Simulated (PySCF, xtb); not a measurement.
C₆H₄F₂, SMILES C#C[C@H](F)C=C=CF. Other conformers were not sampled.

Harmonic wavenumbers (cm⁻¹) from GFN2-xTB run with xtb at its own minimum, in rising order: 33, 78, 134, 175, 194, 277, 320, 457, 503, 558, 629, 679, 691, 705, 841, 868, 979, 1028, 1063, 1150, 1195, 1211, 1251, 1416, 2084, 2283, 2839, 3047, 3055, 3396.

Q: What does PBE0-D3(BJ)/def2-SVP run with PySCF give at its own minimum? (An estimate is asked for; the answer gives what the named calculation found.)

A: 44, 84, 153, 196, 224, 311, 361, 507, 559, 629, 697, 717, 748, 801, 881, 923, 1008, 1079, 1171, 1212, 1283, 1310, 1350, 1495, 2125, 2252, 3036, 3166, 3211, 3487. Paired by order, the mean absolute difference is 65 cm⁻¹ and the zero-point energies are 47.4 and 50.1 kcal/mol.
